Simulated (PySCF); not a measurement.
```xyz
3
charge 0 multiplicity 1, angstrom
Mg    0.0000    0.0000    0.0000
I     0.0000    0.0000    2.5304
I     0.0000    0.0000   -2.5304
```

Method: PySCF, PBE0, basis Mg def2-TZVP, I def2-TZVP with ECP28 (scalar-relativistic core potentials, no spin–orbit coupling, density fitting).

This geometry of MgI2 is a stationary point at this level.

Q: What is the point group?

A: D∞h.

Q: Is it a minimum?

A: Yes: all harmonic wavenumbers are real.

Q: Which band is strongest in the infrared?

A: 463 cm⁻¹ (σu+), 136 km/mol.

Q: Give the atomic charges and bond orders.

A: 
| atom | Mulliken | Löwdin | polar tensor | Mayer order to Mg1 |
| --- | --- | --- | --- | --- |
| Mg1 | 0.72 | -0.22 | 1.04 | – |
| I2,3 | -0.36 | 0.11 | -0.52 | 1.02 |

Q: What is the atomisation energy, with and without zero-point energy?

A: 568 kJ/mol without, 563 kJ/mol with.
